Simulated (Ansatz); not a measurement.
`CC(C)[Si](Cl)(Cl)Cl` → trichlorosilane + propene at 700 K and 1 bar (β-hydride elimination).

Calculated with Ansatz (gas phase, PBE0-D4/def2-TZVP geometries, no zero-point term in ΔE). CCSD(T)/CBS is the MP2 limit (def2-TZVPP, def2-QZVPP) plus CCSD(T) − MP2 in def2-TZVPP, frozen cores. This one scheme is used for every species. One conformer a species, not always the lowest.

```tsv
species	CCSD(T)/CBS energy (Eh)	H − E (kJ/mol)	S (J/(mol·K))
`CC(C)[Si](Cl)(Cl)Cl`	-1786.96983	367.1	574.3
`Cl[SiH](Cl)Cl`	-1669.16736	88.6	388.1
`C=CC`	-117.74610	260.0	340.6
```

H − E and S are ideal-gas, rigid-rotor, harmonic terms from PBE0-D4/def2-TZVP, for one conformer and one mirror image of each species. 1 Eh = 2625.50 kJ/mol, R = 8.31446 J/(mol·K).

Task: By hand: ΔE, ΔH, ΔS and ΔG.

Result: ΔE = (-1669.16736) + (-117.74610) − (-1786.96983) = 0.05637 Eh = 148.0 kJ/mol. Δ(H − E) = 88.6 + 260.0 − 367.1 = -18.5, so ΔH = 129.5 kJ/mol. ΔS = 388.1 + 340.6 − 574.3 = 154.4 J/(mol·K). ΔG = 129.5 − 700 × (154.4)/1000 = 21.4 kJ/mol.

Task: By hand: the equilibrium constant, and the temperature at which ΔG would vanish if ΔH and ΔS stayed fixed.

Result: log₁₀ K = −ΔG/(RT ln 10) = -1.6. ΔG = 0 at ΔH/ΔS = 839 K.

The number of gas molecules changes by +1, which sets the sign of ΔS. A doubt of 5 kJ/mol in ΔE shifts log₁₀ K by 0.4 here. Other conformers and mirror images would add mixing entropy, several J/(mol·K) or more a flexible species. Modes under 60 cm⁻¹, often nearly free rotors, make the harmonic entropy too high. These are equilibria of isolated gas molecules and say nothing of rates. Largest T1 diagnostic: 0.010 (customary marks: 0.02 for closed shells, 0.045 for open ones).
